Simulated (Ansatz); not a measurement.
Relaxation of CH5AlClN (9 atoms, charge 0, multiplicity 1), to a largest force component of 0.015 eV/Å in at most 40 steps.

Computed with RKS B3LYP-D4/def2-SVP (Ansatz).

```xyz
9
Properties=species:S:1:pos:R:3
C -0.206 1.364 -0.590
Al -0.267 -0.539 -0.182
N 0.414 -1.154 1.467
Cl -1.012 -1.968 -1.643
H 0.342 1.578 -1.540
H 0.196 1.984 0.242
H -1.269 1.759 -0.758
H 0.428 -2.181 1.457
H 1.464 -0.889 1.529
```

Where does it end, and by what steps?

The forces met the threshold. After 6 steps the energy has fallen by 0.486 eV; H9 moved furthest, 0.52 Å.

```json
{"step": "0", "energy less start (eV)": "0.0000", "largest force component (eV/Å)": "2.097", "accepted": "yes"}
{"step": "1", "energy less start (eV)": "-0.2208", "largest force component (eV/Å)": "1.720", "accepted": "yes"}
{"step": "2", "energy less start (eV)": "-0.4428", "largest force component (eV/Å)": "0.370", "accepted": "yes"}
{"step": "3", "energy less start (eV)": "-0.4765", "largest force component (eV/Å)": "0.394", "accepted": "yes"}
{"step": "4", "energy less start (eV)": "-0.4790", "largest force component (eV/Å)": "0.303", "accepted": "yes"}
{"step": "5", "energy less start (eV)": "-0.4859", "largest force component (eV/Å)": "0.039", "accepted": "yes"}
{"step": "6", "energy less start (eV)": "-0.4862", "largest force component (eV/Å)": "0.012", "accepted": "yes"}
```

```xyz
9
Properties=species:S:1:pos:R:3
C -0.209 1.365 -0.609
Al -0.205 -0.542 -0.229
N 0.600 -1.256 1.174
Cl -1.187 -1.901 -1.528
H 0.342 1.578 -1.541
H 0.253 1.956 0.199
H -1.238 1.736 -0.756
H 0.624 -2.248 1.391
H 1.109 -0.736 1.882
```

Whether the end is a true minimum wasn't checked by a vibrational analysis.

Run time: 26 s on 1 CPU thread of a shared host.
